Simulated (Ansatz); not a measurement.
Program: Ansatz. Geometries: PBE0-D4/def2-TZVP. ΔE: electronic, gas phase. CCSD(T)/CBS is the MP2 limit (def2-TZVPP, def2-QZVPP) plus CCSD(T) − MP2 in def2-TZVPP, frozen cores. Functionals use def2-TZVPP. B3LYP here is the variant with VWN-RPA as its local correlation; programs differ in this. One conformer a species, not always the lowest.

`OCC[SiH2]S` → `OCSC[SiH3]`  (isomerisation)

```tsv
level	ΔE (kJ/mol)
r2SCAN	108.8
B3LYP	105.8
```

(1) What does CCSD(T)/CBS give? (An estimate is asked.)

Largest T1 diagnostic among the species: 0.011.

Answers

(1) Ansatz gave: +110.5 kJ/mol. The listed levels differ from it by -1.7, -4.7 kJ/mol.

From PBE to PBE0 (25 % exact exchange), in def2-TZVPP and without D4, ΔE moves by +7.3 kJ/mol. In def2-TZVPP, CCSD(T) changes the Hartree–Fock value by −5.0 kJ/mol (the triples alone add −2.8 kJ/mol) and MP2 by −3.7 kJ/mol.
